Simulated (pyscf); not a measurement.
**HS–SiH₂–Cl (SMILES S[SiH2]Cl), singlet**

Gas-phase minimum from PySCF at ωB97X-D3(BJ)/def2-SVP, one conformer. 

```xyz
6

S      1.2751    -0.8316    -0.9664
Si     0.2495     0.6869     0.1100
Cl    -0.9611     1.8210    -1.1190
H      0.1632    -1.5414    -1.2430
H     -0.6236     0.1044     1.1579
H      1.3036     1.5557     0.6835
```

Bonded distances (Å): S1–Si2 2.125, S1–H4 1.348, Si2–Cl3 2.065, Si2–H5 1.483, Si2–H6 1.481. Bond angles (°): Si2–S1–H4 94.7, S1–Si2–Cl3 112.0, S1–Si2–H5 111.2, S1–Si2–H6 105.8, Cl3–Si2–H5 106.9, Cl3–Si2–H6 109.0, H5–Si2–H6 112.1.

Properties at ωB97X-D3(BJ)/def2-SVP:

```json
{
  "harmonic_wavenumbers_unscaled": "157, 225, 512, 524, 592, 711, 820, 901, 949, 2292, 2310, 2758 cm⁻¹",
  "zero_point_energy": "18.2 kcal/mol",
  "rotational_symmetry_number": "1",
  "Entropy of this conformer at 298 K and 1 atm, rigid rotor and harmonic oscillator, modes under 100 cm⁻¹ raised to 100": "303.6 J/(mol K)",
  "dipole_moment": "1.27 D"
}
```

Single-point totals, which compare only within one level (frozen core for MP2 and CC):

```
level                   total energy (hartree)
----------------------  ----------------------
ωB97X-D3(BJ)/def2-TZVP             -1149.85137
PBE/def2-TZVP                      -1149.28561
r²SCAN/def2-TZVP                   -1149.71646
B3LYP-D3(BJ)/def2-TZVP             -1149.86625
PBE0-D3(BJ)/def2-TZVP              -1149.39219
M06-2X/def2-TZVP                   -1149.74263
ωB97M-D3(BJ)/def2-TZVP             -1149.94127
HF/def2-TZVPP                      -1147.82911
MP2/def2-TZVPP                     -1148.32023
CCSD/def2-TZVPP                    -1148.36920
CCSD(T)/def2-TZVPP                 -1148.39197
```

Soft torsions are taken as harmonic, which can shift the entropy by several J/(mol K). The CCSD(T) − MP2 part came from Ansatz, without density fitting, on the same reference.
